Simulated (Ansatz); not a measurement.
FGa, triplet (typed; the unrestricted solution is spin-contaminated), geometry from GFN2-xTB (such geometries of metal compounds can be far from the true shape) (the spin is typed, not shown lowest); R2SCAN/def2-SVP in Ansatz (a program for electronic structure).

The Ansatz input:
Ansatz 0.2 input:
```yaml
crystal:
  periodic: [false, false, false]
  atoms:
    - {symbol: Ga, position_ang: [-0.00000000, -0.00000000, -0.43599882]}
    - {symbol: F, position_ang: [0.00000000, 0.00000000, 1.50177370]}
basis:
  gaussian:
    orbitals: def2-SVP
    occupation: {up: {"A1": 11, "B1": 5, "B2": 5}, down: {"A1": 10, "A2": 1, "B1": 4, "B2": 4}}
hamiltonian:
  xc: r2scan
magnetization: {spin_polarized: true, initial_magnetization: 2}
```

What the program printed (banner, timings and long lists left out):

```
Functional definition: r2SCAN
503 factors; their error is unknown
mean field evaluation 1: about -55049.9956 eV, gradient 6.5e1 eV
mean field evaluation 2: about -55060.4145 eV, gradient 7.5e0 eV
mean field evaluation 4: about -55060.7767 eV, gradient 2.9e-3 eV
mean field evaluation 8: about -55060.7356 eV, gradient 1.0e-6 eV
mean field -55060.73555793 eV, -2023.4447102468 hartree, gradient 1.1e-6 eV, S^2 3.006315; 0 other end points of the search recorded, 0 dependent functions left out
reference -55060.73557050 eV, -2023.4447107087 hartree; 21, 19 occupied and 25, 27 virtual orbitals, 503 factors
Total energy: -55060.73557050 eV, -2023.4447107087 hartree
```
